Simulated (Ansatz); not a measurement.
Reaction (ligand exchange at the Si–O bond): `[SiH3][O][Ge][O][SiH3]` + `CN[SiH](O)O` → `CN([SiH3])[SiH](O)O` + `[OH][Ge][O][SiH3]`

Program: Ansatz. Geometries: PBE0-D4/def2-TZVP. ΔE: electronic, gas phase. CCSD(T)/CBS adds triple-zeta CCSD(T) − MP2 to the extrapolated MP2 energy (def2 sets, frozen cores). DFT in def2-TZVPP. B3LYP here is the variant with VWN-RPA as its local correlation; programs differ in this. For Ge outer-core shells are correlated without core-valence functions, which leaves a few kJ/mol of doubt a bond. Scalar relativity is left out up to krypton. One conformer a species, not always the lowest.

```csv
level,ΔE (eV)
B3LYP-D4,0.54
r2SCAN,0.49
B3LYP,0.57
HF/def2-QZVPP,0.73
```

(1) What does CCSD(T)/CBS give? (Estimate.)

Largest T1 diagnostic among the species: 0.015.

Results:

(1) Computed: +0.51 eV. The listed levels differ from it by 0.03, -0.02, 0.06, 0.22 eV.

From PBE to PBE0 (25 % exact exchange), in def2-TZVPP and without D4, ΔE moves by +0.04 eV. In def2-TZVPP, CCSD(T) changes the Hartree–Fock value by −0.22 eV (the triples alone add −0.04 eV) and MP2 by −0.24 eV. The D4 term adds −0.04 eV with B3LYP and −0.02 eV with PBE0; it sums over pairs of atoms, weighted by their polarisabilities, and B3LYP, whose exchange is more repulsive, gets the larger term.
